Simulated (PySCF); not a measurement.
## `CO[Si@H](C)O[SiH2]P` in a uniform electric field

Compound: C₂H₁₁O₂PSi₂.
Atom-mapped SMILES: `[CH3:1][O:2][Si@H:3]([CH3:4])[O:5][SiH2:6][PH2:7]` (hydrogens: H8, H9, H10 on C1; H11 on Si3; H12, H13, H14 on C4; H15, H16 on Si6; H17, H18 on P7)

Structure used (GFN2-xTB), in Å, numbered top down from 1:
```
atom  x, y, z in Å
C1    -2.577    1.473   -0.424
O2    -1.223    1.179   -0.593
Si3   -0.543   -0.246   -0.964
C4    -0.910   -1.587    0.326
O5     1.038    0.099   -1.012
Si6    2.473    0.309   -0.301
P7     2.511   -0.833    1.629
H8    -3.005    0.891    0.396
H9    -3.138    1.254   -1.335
H10   -2.664    2.536   -0.197
H11   -0.850   -0.660   -2.331
H12   -0.350   -2.494    0.123
H13   -1.964   -1.853    0.353
H14   -0.628   -1.252    1.323
H15    2.675    1.752   -0.154
H16    3.435   -0.299   -1.220
H17    1.924    0.166    2.391
H18    3.787   -0.427    1.977
```

Level: PBE0/def2-SVPD (PySCF); nuclei fixed, core orbitals frozen in the response. Permanent dipole (-1.323, 0.031, 0.745) D (1 au = 2.5417 D). Static polarisability (au):

```
x   113.32  -2.33   4.87
y    -2.33 101.39  -8.34
z     4.87  -8.34 107.07
```

Only the terms in μ and α are kept: μ(F) = μ + αF and ΔE = −μ·F − ½ F·αF.

Problem. A field of 0.003 au (0.154 V/Å) is applied along each axis in both senses. Find the induced dipole, the size of the total dipole and the two energy terms.

Solution. 
```tsv
field along	induced x (D)	induced y (D)	induced z (D)	total size (D)	−μ·F (kJ/mol)	−½F·αF (kJ/mol)
+x	0.864	-0.018	0.037	0.907	+4.100	-1.339
−x	-0.864	0.018	-0.037	2.299	-4.100	-1.339
+y	-0.018	0.773	-0.064	1.705	-0.096	-1.198
−y	0.018	-0.773	0.064	1.705	+0.096	-1.198
+z	0.037	-0.064	0.816	2.023	-2.309	-1.265
−z	-0.037	0.064	-0.816	1.365	+2.309	-1.265
```

Problem. For the field (0.0000, -0.0024, -0.0003) au, what is the induced dipole, and what angle does it make with the field?

Solution. αF = (0.010, -0.612, -0.031) D, at 4.4° to the field. The polarisability along this direction, F·αF/F², is 99.42 au, against a mean of 107.26 au.

Problem. Which field along μ doubles the dipole in that direction (linear response)?

Solution. The polarisability along the dipole is 107.56 au, so F = 0.5975 au / 107.56 au = 0.0056 au = 0.29 V/Å; higher-order terms are ignored.

Problem. What field makes μF equal to kT at 400 K?

Solution. kT = 1.2667 × 10⁻³ Eh, so F = 0.00212 au = 10.9 MV/cm.

Problem. A unit point charge sits 10 Å away. Estimate the induction energy −αe²/2R⁴ with the mean polarisability, treating the molecule as a point.

Solution. R = 18.90 bohr, so the energy is −107.3/(2 × 18.90⁴) Eh = -1.1 kJ/mol. The charge–dipole term at its most favourable orientation, −μe/R², is -4.39 kJ/mol.

Geometry: GFN2-xTB, one conformer, isolated molecule.
